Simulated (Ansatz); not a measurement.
A calculation with Ansatz (development build ahead of 0.2.0).

```yaml
crystal:
  periodic: [false, false, false]
  atoms:
    - { symbol: Be, position_ang: [1.48492, 0.0, 0.0] }
    - { symbol: Be, position_ang: [0.0, 1.48492, 0.0] }
    - { symbol: Be, position_ang: [-1.48492, 0.0, 0.0] }
    - { symbol: Be, position_ang: [0.0, -1.48492, 0.0] }
basis:
  gaussian: { orbitals: def2-SVP }
hamiltonian:
  xc: hf
output:
  forces: true
```

The input is written out in the form of the current development build from the run's settings.

The run gave:

```json
{
  "Converged": "yes",
  "Total energy": "-58.25414 hartree"
}
```

Forces (eV/Å):
```csv
atom,Fx,Fy,Fz
Be1,0.505,0.000,0.000
Be2,0.000,0.505,0.000
Be3,-0.505,0.000,0.000
Be4,0.000,-0.505,0.000
```
